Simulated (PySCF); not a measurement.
# Si⁺: excitation energy

Si⁺ [Ne] 3s2 3p1 (2P) → Si⁺ [Ne] 3s1 3p1 4s1 (4P), as a difference of total energies. All numbers are calculated (PySCF 2.14, no relativity, point nucleus, in aug-cc-pV(D+d)Z (5s4p3d, 32 functions)). Correlated levels: valence: [Ne] frozen. The calculations carry no spin-orbit coupling.

```
           method  excitation energy (eV)  error (eV)
              UHF                  13.039      -1.451
    MP2 (valence)                  13.833      -0.657
SCS-MP2 (valence)                  14.088      -0.402
```

Reference: 14.490 eV (measured; NIST levels, between the centres of gravity of the two terms).

Errors of the correlated levels include the incompleteness of this basis and the frozen core.
